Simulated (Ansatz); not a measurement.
A made-up structure of ZnNH2 (charge -1), singlet:

| atom | x (Å) | y (Å) | z (Å) |
| --- | --- | --- | --- |
| N1 | 0.3307 | 0.5285 | -0.1068 |
| Zn2 | -0.2197 | -1.0712 | 0.4242 |
| H3 | -1.6247 | -1.4785 | -0.0240 |
| H4 | 0.7958 | 1.4097 | -0.3246 |

It is relaxed with PBE-D4/def2-SVPD and then PBE0-D4/def2-TZVPD (Ansatz 0.2.0). Atoms count as bonded within 1.22 times the sum of their covalent radii (H–H: 0.88 Å). The end point is not checked to be a true minimum.

**Question.** Does its bonding change? (A judgement: the text doesn't fix the answer.)

**Answer.** The calculation gives: No: no bond forms or breaks.

Where it ends: The first stage lowers the energy by 0.86 eV in 9 steps. It ends as ZnNH₂ ([NH][ZnH]), total charge -1:
```
4
angstrom
N 0.1792 0.9058 -0.3618
Zn -0.5709 -0.6461 0.0536
H -1.4492 -1.9292 0.2781
H 1.1230 1.0579 -0.0011
```

Labels in which every atom is bracketed show which atoms are joined, not bond orders.

For scale, one of the runs: PBE0-D4/def2-TZVPD relaxation, 106 basis functions, launched by `ansatz run in.yaml --threads 2 --pin off --events-out ev --progress --plain --max-ram 4352MiB`. The run took about 14 s on 2 CPU threads of an Arm Neoverse V1 (shared host).
